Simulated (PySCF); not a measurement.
Several structures and their simulated spectra, in scrambled order.

A. `CO[C@@H]1[C@H](F)CCC(=O)[C@H]1F`
B. `CC#CC(=O)CO[SiH3]`
C. SMILES C/C=C/OC(F)(F)CF

Spectrum 1. ¹H NMR (400 MHz, computed): δ 5.01 (s, 3H), 4.07 (s, 2H), 2.32 (s, 3H). ¹³C{¹H} NMR (computed): δ 192.7 (C), 107.6 (C), 83.8 (C), 74.8 (CH2), 5.6 (CH3).

Spectrum 2. ¹H NMR (400 MHz, computed): δ 6.27 (m, 1H), 5.49 (m, 1H), 4.95 (m, 2H), 1.77 (d, 3H). ¹³C{¹H} NMR (computed): δ 146.5 (CH), 129.7 (C), 112.6 (CH), 82.2 (CH2), 16.9 (CH3).

Spectrum 3. ¹H NMR (400 MHz, computed): δ 5.46 (m, 1H), 4.55 (m, 1H), 4.20 (m, 1H), 3.77 (s, 3H), 2.85 (m, 1H), 2.64 (m, 1H), 2.27 (m, 1H), 2.19 (m, 1H). ¹³C{¹H} NMR (computed): δ 209.0 (C), 96.7 (CH), 95.8 (CH), 85.5 (CH), 62.6 (CH3), 37.0 (CH2), 29.2 (CH2).

- structure optimised with GFN2-xTB
- PBE0/pcSseg-1 with gauge-including orbitals
- program: PySCF
- non-relativistic, a single conformation, one averaged value for each set of equivalent atoms, isolated molecule

Chemical shifts δ = σref − σ; ¹H (31.72 ppm), ¹³C (186.93 ppm) vs TMS, all at this level. Splittings of carbon signals by F and P are missing where no couplings were computed. Where no couplings were computed, multiplicities follow the n + 1 count of equivalent neighbours, and m marks all less simple cases (inequivalent or close neighbours, rings, F or P nearby). Shifts are as computed. Against solution values, carbons near 30 ppm lie about +3 ppm off and those near 130 ppm about +5 ppm. Of 1309 compounds with measured shifts, 239 miss one by over three times the rms of a fit or turn the order of signals round; such compounds aren't used in these exercises.

Match each spectrum to its structure.

## Answers

1–B, 2–C, 3–A.

- Spectrum 1 (B): 5 ¹³C signals; δC 83.8 is an alkyne carbon; δC 74.8 is an sp3 CH2 bonded to O, α to a carbonyl.
- Spectrum 2 (C): 5 ¹³C signals; δC 146.5 is an alkene carbon bearing oxygen; δC 129.7 is a fully substituted sp3 carbon bonded to 2 F and O.
- Spectrum 3 (A): 7 ¹³C signals; δC 209.0 is a ketone carbonyl carbon; δC 96.7 is an sp3 CH bonded to F.
